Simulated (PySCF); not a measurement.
SMILES CC[O][Al]([CH2]C)[O]C (C5H13AlO2), GFN2-xTB optimised geometry.

```
21

Al    -0.65    -0.62     0.00
C      1.36    -0.62     0.00
C      2.00     0.76    -0.13
H      1.71    -1.27    -0.81
H      1.70    -1.10     0.92
H      1.66     1.42     0.67
H      1.74     1.22    -1.08
H      3.09     0.69    -0.07
O     -1.35    -2.12     0.03
C     -1.97    -3.37     0.05
H     -1.73    -3.89     0.98
H     -3.06    -3.25    -0.02
H     -1.63    -3.97    -0.80
O     -1.47     0.82     0.00
C     -2.05     2.08    -0.07
C     -1.28     2.99    -1.02
H     -3.09     1.98    -0.43
H     -2.07     2.52     0.93
H     -1.25     2.55    -2.01
H     -1.76     3.97    -1.07
H     -0.26     3.12    -0.66
```

Density from B3LYP/def2-SVP (PySCF) at that geometry.

Minimum of the electron density along straight lines between bonded atoms, close to the bond critical point (lines longer than 1.1 times the sum of covalent radii, or with two minima, are not listed):

```csv
bond,length / Å,ρ at the minimum / e bohr⁻³,∇²ρ there / e bohr⁻⁵,position (fraction from the first atom)
Al1–C2,2.015,0.078,0.28,0.39
C2–C3,1.526,0.240,-0.54,0.50
C2–H4,1.093,0.269,-0.93,0.62
C2–H5,1.094,0.268,-0.92,0.62
C3–H6,1.088,0.277,-1.01,0.62
C3–H7,1.088,0.277,-1.01,0.62
C3–H8,1.091,0.275,-1.00,0.62
Al1–O9,1.653,0.101,1.01,0.44
O9–C10,1.395,0.255,-0.30,0.66
C10–H11,1.093,0.282,-1.07,0.63
C10–H12,1.093,0.282,-1.07,0.63
C10–H13,1.093,0.282,-1.07,0.63
Al1–O14,1.651,0.101,1.02,0.44
O14–C15,1.395,0.254,-0.26,0.66
C15–C16,1.524,0.251,-0.60,0.51
C15–H17,1.098,0.281,-1.06,0.63
C15–H18,1.098,0.281,-1.06,0.63
C16–H19,1.088,0.277,-1.01,0.62
C16–H20,1.087,0.276,-1.01,0.62
C16–H21,1.087,0.278,-1.02,0.63
```
